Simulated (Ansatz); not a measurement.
Reaction (SMILES): CCC[SiH]([SiH3])[SiH3] + 5 [H][H] (H2) → 3 C (CH4) + 3 [SiH4] (SiH4)
Structures are relaxed separately at B3LYP-D3(BJ)/def2-TZVP in Ansatz (a first-principles code), one conformer each, not searched for the lowest.
Geometry of the first species:
```xyz
20

C      3.7056     0.1041     0.4163
C      2.3614     0.2392    -0.2951
C      1.2221    -0.4736     0.4433
Si    -0.4583    -0.3703    -0.4235
Si    -2.1063    -1.4820     0.8197
Si    -1.1111     1.8618    -0.7308
H      4.4983     0.6215    -0.1279
H      3.9938    -0.9454     0.5110
H      3.6589     0.5264     1.4228
H      2.4443    -0.1607    -1.3102
H      2.1171     1.2994    -0.4094
H      1.1140    -0.0585     1.4508
H      1.4703    -1.5316     0.5776
H     -0.3667    -1.0151    -1.7631
H     -2.2703    -0.8279     2.1428
H     -1.7379    -2.9021     1.0512
H     -3.4129    -1.4442     0.1176
H     -0.1790     2.5942    -1.6247
H     -2.4715     1.9315    -1.3194
H     -1.1349     2.5609     0.5795
```

Wanted: energy of full hydrogenation (electronic energy difference), in kcal/mol. Correlated levels leave the core frozen unless marked. No spin-orbit coupling. Non-relativistic. CBS(X,Y): correlation extrapolated as X^-3; Hartree-Fock from the larger set. The bracket is a focal-point correction in the basis named.

```
level                                                                             program  energy of full hydrogenation (kcal/mol)  minus last row
-------------------------------------------------------------------------  --------------  ---------------------------------------  --------------
HF/aug-cc-pV(D+d)Z                                                                 Ansatz                                    -80.2           -31.6
B3LYP/def2-TZVPD                                                                   Ansatz                                    -62.5           -13.9
HSE06-D3(BJ)/def2-TZVPD                                                    Ansatz + dftd3                                    -45.3             3.3
HSE06/def2-TZVPD                                                                   Ansatz                                    -51.3            -2.7
PBE-QIDH/def2-TZVPD                                                                Ansatz                                    -48.8            -0.2
MP2/aug-cc-pV(T+d)Z                                                                Ansatz                                    -45.9             2.7
SCS-MP2/aug-cc-pV(D+d)Z                                                            Ansatz                                    -56.6            -8.0
SCS-MP2/aug-cc-pV(T+d)Z                                                            Ansatz                                    -52.4            -3.8
RI-MP2/CBS(cc-pV(T+d)Z,cc-pV(Q+d)Z)+[CCSD(T)-MP2]/cc-pV(D+d)Z                      Ansatz                                    -50.1            -1.5
RI-MP2/CBS(aug-cc-pV(T+d)Z,aug-cc-pV(Q+d)Z)+[CCSD(T)-MP2]/aug-cc-pV(T+d)Z          Ansatz                                    -48.6             0.0
```
